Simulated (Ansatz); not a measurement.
`F[SiH]([SiH3])I` + H–F → `F[SiH](F)[SiH3]` + HI at 700 K and 1 bar (ligand exchange at the Si–I bond).

Computed with Ansatz on PBE0-D4/def2-TZVP structures; ΔE is electronic, products minus reactants. CCSD(T)/CBS adds triple-zeta CCSD(T) − MP2 to the extrapolated MP2 energy (def2 sets, frozen cores). This one scheme is used for every species. def2 core potentials past Kr. For I outer-core shells are correlated without core-valence functions, which leaves a few kJ/mol of doubt a bond.

| species | CCSD(T)/CBS energy (Eh) | H − E (kJ/mol) | S (J/(mol·K)) |
| --- | --- | --- | --- |
| `F[SiH]([SiH3])I` | -977.89058 | 169.9 | 469.0 |
| H–F | -100.39570 | 45.2 | 198.5 |
| `F[SiH](F)[SiH3]` | -780.26920 | 171.8 | 433.7 |
| HI | -298.03592 | 34.6 | 231.7 |

H − E and S are ideal-gas, rigid-rotor, harmonic terms from PBE0-D4/def2-TZVP, for one conformer and one mirror image of each species. 1 Eh = 2625.50 kJ/mol, R = 8.31446 J/(mol·K).

Problem. By hand: ΔE, ΔH, ΔS and ΔG.

Solution. ΔE = (-780.26920) + (-298.03592) − (-977.89058) − (-100.39570) = -0.01884 Eh = -49.5 kJ/mol. Δ(H − E) = 171.8 + 34.6 − 169.9 − 45.2 = -8.7, so ΔH = -58.2 kJ/mol. ΔS = 433.7 + 231.7 − 469.0 − 198.5 = -2.1 J/(mol·K). ΔG = -58.2 − 700 × (-2.1)/1000 = -56.7 kJ/mol.

Problem. By hand: the equilibrium constant, and the temperature at which ΔG would vanish if ΔH and ΔS stayed fixed.

Solution. log₁₀ K = −ΔG/(RT ln 10) = 4.2. ΔG = 0 at ΔH/ΔS = 27714 K, far beyond where these terms or the molecules hold.

The number of gas molecules stays the same, so ΔS is small and ΔH decides. A doubt of 5 kJ/mol in ΔE shifts log₁₀ K by 0.4 here. Other conformers and mirror images would add mixing entropy, several J/(mol·K) or more a flexible species. These are equilibria of isolated gas molecules and say nothing of rates. Largest T1 diagnostic: 0.013 (customary marks: 0.02 for closed shells, 0.045 for open ones).
